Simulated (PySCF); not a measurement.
# Reading the logs of faulty runs: CGeH7NSi

All numbers below are calculated, not measured. The program is PySCF 2.14.0, an open-source quantum chemistry code, run on an isolated molecule that a program drew, which may never have been made. The molecule is CGeH7NSi (charge 0, singlet), drawn as the SMILES string `[CH3][GeH2][SiH]=N`.

Each row is a Hartree-Fock (HF) and frozen-core CCSD(T) single point in the cc-pV(D+d)Z basis, meant for a local HF minimum. Run 1 is clean. Each other run has one planted mistake out of seven kinds, and not every kind appears here: one electron removed, one electron added, multiplicity raised by two, geometry at a saddle point, minimal basis STO-3G, one bond length entered in bohr, all coordinates scaled. The reference is restricted for singlets and unrestricted otherwise, and also for a bond in bohr. Adding or removing an electron swaps singlet and doublet. Electrons count all cores. HOMO and LUMO are orbital energies over both spins, the gradient is its largest component, and the lowest frequency (negative if imaginary) is given only where the gradient is small. Bond lengths are over the 10 bonds as drawn. T1 is the CCSD diagnostic: over 0.02 (restricted) or 0.045 (unrestricted) a single reference is doubtful. Germanium has the cc-pVDZ-PP basis, with a core potential (ECP10MDF) in place of its 10 inner electrons, and its 3s, 3p and 3d shells are frozen in CCSD(T).

Geometry of the clean run:
```xyz
11
CGeH7NSi, angstrom
C    -0.6746   -0.1739   -0.3490
Ge    0.8047    1.0572   -0.7558
Si    0.0256    3.0021   -1.9505
N     0.2021    4.5316   -1.5933
H    -1.1711   -0.4898   -1.2681
H    -0.2888   -1.0590    0.1598
H    -1.4081    0.3094    0.2985
H     1.8439    0.3377   -1.6286
H     1.4908    1.5232    0.5337
H    -0.7290    2.6887   -3.1816
H     0.7023    4.8224   -0.7715
```

```
run,electrons,basis functions,<S^2>,HOMO (eV),LUMO (eV),gradient (hartree/bohr),lowest frequency (cm^-1),mean bond (Å),longest bond (Å),T1,HF (hartree),CCSD(T) (hartree),mistake
1,66,109,0.000,-9.88,1.78,2.9e-05,30,1.4785,2.412,0.0167,-678.67055,-679.25518,no fault
2,65,109,0.792,-16.38,-5.32,5.1e-02,-,1.4785,2.412,0.0352,-678.39678,-678.93677,one electron removed
3,66,109,0.000,-9.97,2.27,1.5e-01,-,1.3469,2.197,0.0140,-678.56549,-679.13048,all coordinates scaled
4,67,109,0.777,0.20,7.78,5.7e-02,-,1.4785,2.412,0.0174,-678.63359,-679.22485,?
5,66,109,2.033,-6.58,0.23,1.6e-01,-,1.4785,2.412,0.0280,-678.59247,-679.12707,?
```

**Which mistake was planted in run 4, and what did it cost?**

It counts 67 electrons, one more than the clean run, at the same geometry and basis. So the mistake is: one electron added. Subtracting run 1 and multiplying by 627.51 kcal/mol a hartree, the energy moved by 23.2 kcal/mol in HF and 19.0 kcal/mol in CCSD(T).

**Which mistake was planted in run 5, and what did it cost?**

Electrons, basis and geometry are unchanged, and <S^2> is 2.033, beside S(S+1) = 2.00 for a multiplicity of 3. So the mistake is: multiplicity raised by two. Subtracting run 1 and multiplying by 627.51 kcal/mol a hartree, the energy moved by 49.0 kcal/mol in HF and 80.4 kcal/mol in CCSD(T).

Cautions from the logs. Run 4: the HOMO is above zero, so the electron isn't bound and the energy depends on the basis.
